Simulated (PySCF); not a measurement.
Isomers of C5H9ClO, mass 120.034 u with the commonest isotopes. Level of theory: PBE0-D3(BJ)/def2-SVP geometry optimisation, gas phase in PySCF. One conformer each, none proved a minimum here; rigid rotors.

Question: Order these by out-of-plane moment Σ m c² = (Ia + Ib − Ic)/2, smallest first.
A. `[Cl:1][CH2:2][C@@H:3]1[CH2:4][CH2:5][CH2:6][O:7]1` with Cl1–C2–C3–C4 -65°, C2–C3–C4–C5 -146°, C3–C4–C5–C6 37°, C4–C5–C6–O7 -35°, C5–C6–O7–C3 19°
B. pivaloyl chloride, `CC(C)(C)C(=O)Cl`
C. `[CH3:1][CH2:2][CH2:3][CH2:4][C:5](=[O:6])[Cl:7]` with C1–C2–C3–C4 179°, C2–C3–C4–C5 180°, C3–C4–C5–O6 -1°
D. `[Cl:1][CH2:2][CH2:3][O:4][CH:5]1[CH2:6][CH2:7]1` with Cl1–C2–C3–O4 177°, C2–C3–O4–C5 77°, C3–O4–C5–C6 -166°

Answer: C (6.25 u·Å²), A (14.11 u·Å²), D (15.25 u·Å²), B (55.62 u·Å²).

Question: Order these by rotational constant B, largest first.
A. `CC(C(Cl)=O)(C)C` (pivaloyl chloride)
B. `[CH3:1][CH2:2][CH2:3][CH2:4][C:5](=[O:6])[Cl:7]` with C1–C2–C3–C4 179°, C2–C3–C4–C5 180°, C3–C4–C5–O6 -1°
C. `[Cl:1][CH2:2][CH2:3][O:4][CH:5]1[CH2:6][CH2:7]1` with Cl1–C2–C3–O4 177°, C2–C3–O4–C5 77°, C3–O4–C5–C6 -166°
D. `[Cl:1][CH2:2][C@@H:3]1[CH2:4][CH2:5][CH2:6][O:7]1` with Cl1–C2–C3–C4 -65°, C2–C3–C4–C5 -146°, C3–C4–C5–C6 37°, C4–C5–C6–O7 -35°, C5–C6–O7–C3 19°

Answer: A (1723 MHz), D (1179 MHz), C (872.6 MHz), B (776.2 MHz).

Question: Order these by radius of gyration √(Σ m r²/M), smallest first.
A. `[Cl:1][CH2:2][C@@H:3]1[CH2:4][CH2:5][CH2:6][O:7]1` with Cl1–C2–C3–C4 -65°, C2–C3–C4–C5 -146°, C3–C4–C5–C6 37°, C4–C5–C6–O7 -35°, C5–C6–O7–C3 19° (tetrahydrofurfuryl chloride)
B. `[Cl:1][CH2:2][CH2:3][O:4][CH:5]1[CH2:6][CH2:7]1` with Cl1–C2–C3–O4 177°, C2–C3–O4–C5 77°, C3–O4–C5–C6 -166°
C. `[CH3:1][CH2:2][CH2:3][CH2:4][C:5](=[O:6])[Cl:7]` with C1–C2–C3–C4 179°, C2–C3–C4–C5 180°, C3–C4–C5–O6 -1°
D. pivaloyl chloride (`CC(C)(C)C(=O)Cl`)

Answer: D (1.841 Å), A (2.050 Å), B (2.307 Å), C (2.452 Å).

| SMILES | point group | Ia (u·Å²) | Ib (u·Å²) | Ic (u·Å²) | κ | μa (D) | μb (D) | μc (D) |
| --- | --- | --- | --- | --- | --- | --- | --- | --- |
| CC(C)(C)C(=O)Cl | near Cs | 169.17 | 293.33 | 351.26 | -0.63 | 2.21 | 1.69 | 0.01 |
| ClCCOC1CC1 | C1 | 74.96 | 579.15 | 623.61 | -0.98 | 1.46 | 0.71 | 0.42 |
| CCCCC(=O)Cl | Cs | 77.13 | 651.09 | 715.72 | -0.98 | 2.36 | 1.68 | 0.02 |
| ClC[C@@H]1CCCO1 | C1 | 89.82 | 428.80 | 490.39 | -0.94 | 1.78 | 0.74 | 0.49 |
